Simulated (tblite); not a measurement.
C₂H₈F₃NSi₂.
Bonds: F1–C2, C2–F3, C2–F4, C2–C5, C5–Si6, Si6–N7, N7–Si8. Hydrogens: H9, H10 on C5; H11, H12 on Si6; H13 on N7; H14, H15, H16 on Si8.

Computed geometry: GFN2-xTB, gas phase.

**Question.** Give the optimised bond lengths and angles.

**Answer.** 
```tsv
bond	length (Å)
F1–C2, C2–F3, C2–F4	1.347
C2–C5	1.489
C5–Si6	1.909
Si6–N7	1.721
N7–Si8	1.739
C5–H9, C5–H10	1.088
Si6–H11, Si6–H12	1.463
N7–H13	1.007
Si8–H14, Si8–H15, Si8–H16	1.462
```

Bonds in one row agree within 0.01 Å and their mean is given. A selection of angles:
```tsv
angle	degrees
F1–C2–F3	106.0
F1–C2–C5	112.7
C2–C5–Si6	109.0
C5–Si6–N7	104.8
Si6–N7–Si8	126.4
H13–N7–Si6	116.8
H13–N7–Si8	115.6
```

Dihedral angles: F1–C2–C5–Si6 63° (synclinal); C2–C5–Si6–N7 179° (antiperiplanar); C5–Si6–N7–Si8 -171° (antiperiplanar). The mirror-image conformer, all signs reversed, is as good.

Si6 (SiH2 silicon) is distorted tetrahedral (angles from 104.8° to 113.4°). N7 (nitrogen bridging silicon atoms) is almost planar (angles 126.4°, 116.8° and 115.6°, sum 358.8°, 0.09 Å off the plane of its three neighbours). Si8 (SiH3 silicon) is distorted tetrahedral (angles from 105.0° to 112.5°).

Point group: C1 (no symmetry element, even within 0.4 Å). Its GFN2-xTB frequencies are all real (lowest 24 cm⁻¹). The numbers are those of one conformer. 3 starts were optimised and ended at 0.00, 0.36 and 0.91 kcal/mol (GFN2-xTB); the lowest of these is shown.
